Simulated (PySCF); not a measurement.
## GeSe and its ions

PBE0; basis Ge cc-pVDZ-PP with ECP10, Se cc-pVDZ-PP with ECP10; scalar-relativistic core potentials; PySCF 2.14. Neutral (UKS): singlet (closed shell), Re = 2.148 Å, ωe = 413 cm⁻¹, De = 4.99 eV, HOMO -7.47 eV, LUMO -2.36 eV.

GeSe⁺ (UKS): doublet (π ↑), Re = 2.302 Å, ωe = 325 cm⁻¹, De = 3.42 eV to Ge⁺ + Se. The energies at the minima are -667.73973 hartree for GeSe and -667.39235 for GeSe⁺.

(1) Work out the adiabatic ionisation energy, without and with harmonic zero-point energies (1 hartree = 27.2114 eV, 1 eV = 8065.5 cm⁻¹), and the change of the bond length.

Spin–orbit coupling is left out. For an ion De counts to the pair picked by the measured ionisation energies or electron affinities, which need not be the lowest pair at this level. States were picked by a PBE0 search and need not be the measured ground states.

Answers

(1) At PBE0: 0.34738 hartree = 9.453 eV between the minima; the zero-point term (325.0 − 413.0)/2 cm⁻¹ = -0.005 eV makes it 9.447 eV. Re changes by +15.4 pm against the neutral. Minus the HOMO energy is 7.47 eV, -1.98 eV from the value between the minima; self-interaction puts the Kohn–Sham level too high, less so with exact exchange. The electron leaves a π orbital, and the longer bond of the ion fits a bonding orbital, or a change in how ionic the bond is.
